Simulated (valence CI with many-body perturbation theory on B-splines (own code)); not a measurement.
# E1 transitions of Tm³⁸⁺

Calculated by relativistic CI+MBPT: three valence electrons over a frozen Dirac-Fock core [Ar] 3d10, a basis of 11 s, 11 p, 9 d, 7 f, 5 g, 2 h, 1 i functions for each j, with the one-electron correlation potential Σ1 (screened to all orders), the two-electron term Σ2, the three-electron term Σ3, Breit, model QED; selected single and double excitations, second order for the rest (own B-spline code, finite nucleus).

No measured spectrum was set against this ion. As an estimate, large intervals hold to a few tenths of a per cent, small ones and those within an open d or f shell to about a per cent.

Lines 201 to 250 of 270 in falling wavelength, among levels below 35.069 Ry, chosen from the strongest by gf and those to the six lowest levels. Wavelengths and rates use the calculated energies. Electric multipoles are in the length gauge, E1 and E2 with the static RPA response of the core. Weak lines are less certain than strong ones. Lines between different terms over intervals too small for the method are left out, as are lines whose strength nearly cancels. Where a level lies close to another of its J and parity, the split of strength between their lines is uncertain. The highest levels of a list are the least certain.

Levels are named by their leading jj configuration (3d3/2^4 stands for four electrons in 3d with j = 3/2), which in mixed levels can hold well under half, so a name can repeat and another be missing. Letters in brackets count levels of one name in rising energy.

| λ vac (nm) | Upper | Lower | A (s⁻¹) | S (a.u.) |
| --- | --- | --- | --- | --- |
| 5.865 | (4s 4p3/2 4d3/2) J=1/2 [a] | (4s 4p1/2 4p3/2) J=3/2 [a] | 5.75e+11 | 1.15e-01 |
| 5.836 | (4s 4p1/2 4f5/2) J=3/2 | (4p1/2^2 4p3/2) J=3/2 | 6.93e+10 | 2.72e-02 |
| 5.803 | (4p1/2 4p3/2 4d5/2) J=3/2 [a] | (4p1/2^2 4p3/2) J=3/2 | 6.17e+10 | 2.38e-02 |
| 5.797 | (4s 4p3/2 4d3/2) J=1/2 [b] | (4s 4p1/2 4p3/2) J=3/2 [b] | 3.07e+10 | 5.91e-03 |
| 5.793 | (4s 4p1/2 4f5/2) J=5/2 [c] | (4p1/2^2 4p3/2) J=3/2 | 7.39e+10 | 4.26e-02 |
| 5.786 | (4s 4p3/2 4d3/2) J=5/2 [b] | (4s 4p1/2 4p3/2) J=5/2 | 8.24e+09 | 4.73e-03 |
| 5.764 | (4s 4p3/2 4d5/2) J=3/2 [a] | (4s 4p1/2 4p3/2) J=5/2 | 1.47e+09 | 5.55e-04 |
| 5.760 | (4p1/2 4p3/2 4d5/2) J=5/2 [b] | (4p1/2^2 4p3/2) J=3/2 | 5.83e+10 | 3.30e-02 |
| 5.738 | (4p1/2 4p3/2^2) J=3/2 | (4s 4p1/2^2) J=1/2 | 1.74e+08 | 6.49e-05 |
| 5.678 | (4p3/2^3) J=3/2 [a] | (4s 4p1/2 4p3/2) J=5/2 | 1.30e+09 | 4.71e-04 |
| 5.659 | (4s 4p3/2 4d5/2) J=5/2 [a] | (4s 4p1/2 4p3/2) J=5/2 | 3.73e+09 | 2.00e-03 |
| 5.602 | (4s 4p3/2 4d5/2) J=7/2 [a] | (4s 4p1/2 4p3/2) J=5/2 | 4.89e+07 | 3.40e-05 |
| 5.593 | (4s 4p3/2 4d3/2) J=5/2 [b] | (4s 4p1/2 4p3/2) J=3/2 [a] | 1.22e+07 | 6.31e-06 |
| 5.572 | (4s 4p3/2 4d5/2) J=3/2 [a] | (4s 4p1/2 4p3/2) J=3/2 [a] | 2.45e+08 | 8.37e-05 |
| 5.540 | (4s^2 4f5/2) J=5/2 | (4s 4p1/2 4p3/2) J=3/2 [b] | 2.01e+11 | 1.01e-01 |
| 5.497 | (4s 4p3/2 4d5/2) J=1/2 | (4s 4p1/2 4p3/2) J=3/2 [b] | 2.12e+10 | 3.47e-03 |
| 5.492 | (4p3/2^3) J=3/2 [a] | (4s 4p1/2 4p3/2) J=3/2 [a] | 3.58e+08 | 1.17e-04 |
| 5.484 | (4s 4p3/2 4d5/2) J=7/2 [b] | (4s 4p1/2 4p3/2) J=5/2 | 1.07e+11 | 6.94e-02 |
| 5.474 | (4s 4p3/2 4d5/2) J=5/2 [a] | (4s 4p1/2 4p3/2) J=3/2 [a] | 2.27e+08 | 1.10e-04 |
| 5.423 | (4s 4p3/2^2) J=1/2 | (4s^2 4p1/2) J=1/2 | 4.45e+09 | 7.01e-04 |
| 5.416 | (4s 4p3/2 4d5/2) J=3/2 [b] | (4s 4p1/2 4p3/2) J=3/2 [b] | 1.77e+07 | 5.55e-06 |
| 5.345 | (4s 4p3/2 4d3/2) J=1/2 [b] | (4s 4p1/2 4p3/2) J=3/2 [a] | 4.81e+08 | 7.26e-05 |
| 5.343 | (4p1/2 4p3/2^2) J=1/2 | (4s 4p1/2^2) J=1/2 | 3.92e+09 | 5.91e-04 |
| 5.331 | (4s 4p3/2^2) J=3/2 | (4s^2 4p1/2) J=1/2 | 2.31e+10 | 6.91e-03 |
| 5.299 | (4s 4p3/2 4d5/2) J=5/2 [b] | (4s 4p1/2 4p3/2) J=3/2 [b] | 9.97e+09 | 4.39e-03 |
| 5.287 | (4s^2 4f5/2) J=5/2 | (4s 4p1/2 4p3/2) J=5/2 | 4.86e+09 | 2.13e-03 |
| 5.268 | (4s 4p1/2 4d5/2) J=3/2 | (4s 4p1/2^2) J=1/2 | 8.60e+10 | 2.48e-02 |
| 5.235 | (4p3/2^3) J=3/2 [b] | (4s 4p1/2 4p3/2) J=3/2 [b] | 1.94e+10 | 5.51e-03 |
| 5.175 | (4s 4p3/2 4d5/2) J=3/2 [b] | (4s 4p1/2 4p3/2) J=5/2 | 2.08e+09 | 5.69e-04 |
| 5.128 | (4s^2 4f7/2) J=7/2 | (4s 4p1/2 4p3/2) J=5/2 | 1.76e+10 | 9.36e-03 |
| 5.126 | (4s^2 4f5/2) J=5/2 | (4s 4p1/2 4p3/2) J=3/2 [a] | 5.07e+07 | 2.02e-05 |
| 5.089 | (4s 4p3/2 4d5/2) J=1/2 | (4s 4p1/2 4p3/2) J=3/2 [a] | 2.50e+09 | 3.26e-04 |
| 5.068 | (4s 4p3/2 4d5/2) J=5/2 [b] | (4s 4p1/2 4p3/2) J=5/2 | 7.10e+09 | 2.74e-03 |
| 5.020 | (4s 4p3/2 4d5/2) J=3/2 [b] | (4s 4p1/2 4p3/2) J=3/2 [a] | 2.81e+09 | 7.01e-04 |
| 5.009 | (4p3/2^3) J=3/2 [b] | (4s 4p1/2 4p3/2) J=5/2 | 3.07e+09 | 7.63e-04 |
| 4.919 | (4s 4p3/2 4d5/2) J=5/2 [b] | (4s 4p1/2 4p3/2) J=3/2 [a] | 8.08e+09 | 2.85e-03 |
| 4.864 | (4p3/2^3) J=3/2 [b] | (4s 4p1/2 4p3/2) J=3/2 [a] | 2.82e+09 | 6.41e-04 |
| 4.636 | (4s 4p3/2 4d3/2) J=3/2 | (4s 4p1/2^2) J=1/2 | 3.52e+08 | 6.93e-05 |
| 4.635 | (4s 4p3/2 4d3/2) J=1/2 [a] | (4s 4p1/2^2) J=1/2 | 2.13e+07 | 2.09e-06 |
| 4.450 | (4s 4p3/2 4d5/2) J=3/2 [a] | (4s 4p1/2^2) J=1/2 | 8.15e+08 | 1.42e-04 |
| 4.399 | (4p3/2^3) J=3/2 [a] | (4s 4p1/2^2) J=1/2 | 3.19e+07 | 5.37e-06 |
| 4.304 | (4s 4p3/2 4d3/2) J=1/2 [b] | (4s 4p1/2^2) J=1/2 | 1.19e+08 | 9.33e-06 |
| 4.136 | (4s 4p3/2 4d5/2) J=1/2 | (4s 4p1/2^2) J=1/2 | 2.71e+09 | 1.89e-04 |
| 4.091 | (4s 4p3/2 4d5/2) J=3/2 [b] | (4s 4p1/2^2) J=1/2 | 9.24e+08 | 1.25e-04 |
| 4.011 | (4p1/2^2 4d3/2) J=3/2 | (4s^2 4p3/2) J=3/2 | 6.41e+06 | 8.17e-07 |
| 3.986 | (4p3/2^3) J=3/2 [b] | (4s 4p1/2^2) J=1/2 | 3.08e+08 | 3.85e-05 |
| 3.780 | (4p1/2^2 4d5/2) J=5/2 | (4s^2 4p3/2) J=3/2 | 1.74e+07 | 2.78e-06 |
| 3.385 | (4p1/2 4p3/2 4d3/2) J=5/2 | (4s^2 4p3/2) J=3/2 | 2.33e+06 | 2.67e-07 |
| 3.354 | (4p1/2 4p3/2 4d3/2) J=3/2 [a] | (4s^2 4p3/2) J=3/2 | 1.77e+06 | 1.32e-07 |
| 3.348 | (4p1/2 4p3/2 4d3/2) J=1/2 [a] | (4s^2 4p3/2) J=3/2 | 1.41e+06 | 5.23e-08 |
